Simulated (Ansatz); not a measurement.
One change: `CSB(O)Cl` becomes `NB(O)Cl`.

Ansatz, PBE0-D4/def2-TZVP geometries, multiplicity 1. Each molecule was computed in one conformer, which needn't be the lowest.

| property | `CSB(O)Cl` |
| --- | --- |
| HOMO energy (PBE0/def2-TZVPP) / eV | -7.31 |
| HOMO energy (ωB97M-V/def2-TZVPP) / eV | -9.47 |
| LUMO energy (PBE0/def2-TZVPP) / eV | 0.08 |
| HOMO–LUMO gap (ωB97M-V/def2-TZVPP) / eV | 11.46 |
| HOMO energy (PBE/def2-TZVPP) / eV | -6.10 |
| size of the dipole moment (B3LYP/def2-TZVPP) / D | 2.05 |

(1) Give the same properties after the change, and the shifts. (Estimate.)

## Answers

(1) Ansatz gave: 
```
                                        property  `NB(O)Cl`  shift
              HOMO energy (PBE0/def2-TZVPP) / eV      -8.09  -0.78
           HOMO energy (ωB97M-V/def2-TZVPP) / eV     -10.45  -0.98
              LUMO energy (PBE0/def2-TZVPP) / eV       0.79   0.71
         HOMO–LUMO gap (ωB97M-V/def2-TZVPP) / eV      12.58   1.12
               HOMO energy (PBE/def2-TZVPP) / eV      -6.62  -0.52
size of the dipole moment (B3LYP/def2-TZVPP) / D       1.11  -0.94
```

With PBE0 the HOMO falls by 0.78 eV and the LUMO rises by 0.71 eV, so the gap widens by about 1.49 eV. PBE moves the HOMO by -0.52 eV and ωB97M-V by -0.98 eV. Dipoles are sizes alone; their direction can turn.

B3LYP here is the variant with VWN-RPA as its local correlation; programs differ in this.
